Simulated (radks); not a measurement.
The numbers below are computed, except where a source is named.
Coulomb parameter of the 3d shell of the cobalt ion Co+ in the model configuration [Ar] 3d7 4p1, as a second difference U = [E(n + 0.5) + E(n - 0.5) - 2 E(n)] / (0.5)^2 with all orbitals relaxed. "Bare": the charge of the atom changes with n. "Screened": the 4p shell takes up the change at fixed total charge, which measures U(3d,3d) + U(4p,4p) - 2 U(3d,4p). Code: a radial shooting solver on a logarithmic mesh with Libxc functionals. Model: Dirac Kohn-Sham, PBE, spin-unpolarised, spherical densities, finite nucleus; open shells are shared between the two j in proportion to 2j + 1; Fermi nuclear charge, rms radius 3.7875 fm.

case              configuration  E - E(n) (eV)
start              [Ar] 3d7 4p1          0.000
bare +0.5        [Ar] 3d7.5 4p1         -7.491
bare -0.5        [Ar] 3d6.5 4p1         11.130
screened +0.5  [Ar] 3d7.5 4p0.5         -4.512
screened -0.5  [Ar] 3d6.5 4p1.5          5.743

U(bare) = 14.555 eV, U(screened by 4p) = 4.924 eV.
